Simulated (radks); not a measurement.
Values are calculated unless marked as measured or tabulated.
How relativity changes the ionisation of the calcium ion Ca+ ([Ar] 4s1) to Ca2+ ([Ar]). Spin-unpolarised spherical Kohn-Sham, BLYP, point nucleus unless stated (finite: rms radius 3.4776 fm), a radial shooting solver on a logarithmic mesh with Libxc functionals. A level marked "c x" has the speed of light scaled by that factor.

[
 {"level": "non-rel.", "E(Ca+) (hartree)": "-677.35720", "E(Ca2+) (hartree)": "-676.91956", "IE (eV)": "11.909", "HOMO": "4s", "<r> HOMO (bohr)": "3.588"},
 {"level": "scalar-rel.", "E(Ca+) (hartree)": "-680.33515", "E(Ca2+) (hartree)": "-679.89569", "IE (eV)": "11.958", "HOMO": "4s", "<r> HOMO (bohr)": "3.574"},
 {"level": "scalar-rel., finite nucleus", "E(Ca+) (hartree)": "-680.33402", "E(Ca2+) (hartree)": "-679.89457", "IE (eV)": "11.958", "HOMO": "4s", "<r> HOMO (bohr)": "3.574"},
 {"level": "Dirac", "E(Ca+) (hartree)": "-680.33968", "E(Ca2+) (hartree)": "-679.90022", "IE (eV)": "11.958", "HOMO": "4s1/2", "<r> HOMO (bohr)": "3.574"},
 {"level": "Dirac, finite nucleus", "E(Ca+) (hartree)": "-680.33856", "E(Ca2+) (hartree)": "-679.89910", "IE (eV)": "11.958", "HOMO": "4s1/2", "<r> HOMO (bohr)": "3.574"},
 {"level": "Dirac, c x 2", "E(Ca+) (hartree)": "-678.09700", "E(Ca2+) (hartree)": "-677.65891", "IE (eV)": "11.921", "HOMO": "4s1/2", "<r> HOMO (bohr)": "3.584"},
 {"level": "Dirac, c x 5", "E(Ca+) (hartree)": "-677.47531", "E(Ca2+) (hartree)": "-677.03760", "IE (eV)": "11.911", "HOMO": "4s1/2", "<r> HOMO (bohr)": "3.587"},
 {"level": "Dirac, c x 100", "E(Ca+) (hartree)": "-677.35750", "E(Ca2+) (hartree)": "-676.91985", "IE (eV)": "11.909", "HOMO": "4s1/2", "<r> HOMO (bohr)": "3.588"}
]

NIST Atomic Spectra Database: 11.872 eV (measured). The relativistic part of the total energy of Ca+ is -2.981 hartree (Dirac, finite nucleus), 0.44 % of the non-relativistic value. Spin polarisation and multiplet splitting of open shells are left out at every level.

Beside tabulated values, note that spin-unpolarised runs miss the spin-polarisation part of the exchange energy of open shells.
